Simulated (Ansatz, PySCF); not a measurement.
Gas-phase reaction R1 + R2 → P1, each structure at its B3LYP-D3(BJ)/def2-TZVP stationary point, reached from a drawn start (curvature not checked).
R1: H2 (SMILES [H][H]), charge 0, multiplicity 1.
P1: C2H6 (SMILES CC), charge 0, multiplicity 1.
R2: C2H4 (SMILES C=C), charge 0, multiplicity 1.

P less R. No zero-point or thermal terms.

Cores are frozen in the correlated methods.

Codes used: Ansatz (a program for electronic structure); PySCF for M06-2X and the D3/D4 terms. No computed number here is a measurement.

```csv
level,reaction energy (kcal/mol)
HF/cc-pVQZ,-39.08
SVWN5/def2-TZVPP,-48.68
M06-2X/def2-TZVPP,-40.42
CAM-B3LYP-D4/def2-TZVPP,-41.53
B2PLYP/def2-TZVPP,-39.31
MP2/cc-pVTZ,-41.44
CCSD/cc-pVQZ,-40.63
CCSD(T)/cc-pVTZ,…
CCSD(T)/cc-pVQZ,…
```

Question: Some entries are withheld; supply them.

Answer: 
- CCSD(T)/cc-pVTZ, reaction energy (kcal/mol): -39.83
- CCSD(T)/cc-pVQZ, reaction energy (kcal/mol): -39.71
